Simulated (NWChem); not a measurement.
Molecule: C3H8Si; SMILES C=C(C)[SiH3]

All runs: NWChem. Pople sets run with spherical d functions. The geometry was optimised at PBE0/def2-SVP. Level r2SCAN/6-31G*: energy and gradient on several grids; changes count from the extra-fine grid, which is no exact limit either.

Task: Which is the coarsest grid (medium; coarse; xfine; fine; xcoarse) from which on the energy stays within 50 μHa and each gradient component within 100 μHa/bohr of xfine?

Result: fine.
```csv
grid,size of the energy change (μHa),largest change of a gradient component (μHa/bohr),"time, medium = 1 (rough)"
xcoarse,3000,2000,about 1
coarse,900,400,about 1
medium,200,50,about 1
fine,10,< 30,about 1
xfine,< 10,< 30,3
```
